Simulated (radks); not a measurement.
All-electron atom: I I in [Kr] 4d10 5s2 5p5.

Method: scalar-relativistic Kohn-Sham, PBE, spin-unpolarised, spherical densities, point nucleus; computed with a radial shooting solver on a logarithmic mesh with Libxc functionals.

Energy parts (hartree):
part                        energy
total                  -7116.39695
kinetic                 7469.94765
electron-nucleus      -17219.32333
Hartree                 2813.98754
exchange-correlation    -181.00881

Orbitals (lengths in bohr, moments of r in powers of bohr; r(max) is where P^2 peaks; r(90%) holds 90 % of the orbital's charge):
orbital  occ.  eigenvalue (hartree)  r(90%)      <r^4>   r(max)   <1/r>
1s          2             -1212.179  0.0490  2.642e-06  0.01754   56.84
2s          2             -187.2846   0.181  0.0004502  0.09911   13.02
2p          6             -168.0898   0.167  0.0003256  0.07948   12.46
3s          2             -37.79989   0.461    0.01932   0.2856   4.668
3p          6             -31.58051   0.468    0.02030   0.2794   4.437
3d         10             -22.26886   0.453    0.01774   0.2318   4.199
4s          2              -6.63674    1.07     0.5632   0.6805   1.886
4p          6              -4.68808    1.16     0.7786   0.7151   1.727
4d         10              -1.84771    1.41      1.706   0.7782   1.441
5s          2              -0.63971    2.88      29.89    1.705  0.6633
5p          5              -0.26040    3.74      86.28    2.030  0.5226

The highest occupied level is 5p at -7.086 eV. For comparison, the ionisation energy in NIST's Atomic Spectra Database is 10.451 eV (measured). In exact Kohn-Sham theory the highest level is minus the ionisation energy, but local and semilocal functionals leave it too shallow, through self-interaction and a potential that decays too fast; potentials with the right tail come closer. The density falls to 0.001 e/bohr^3 at r = 4.52 bohr. Summed over all electrons, <r^2> = 61.70 bohr^2, which gives a Langevin (diamagnetic) susceptibility term of -48.9 x 10^-6 cm^3/mol.

Beside tabulated values, note that spin-unpolarised runs miss the spin-polarisation part of the exchange energy of open shells.
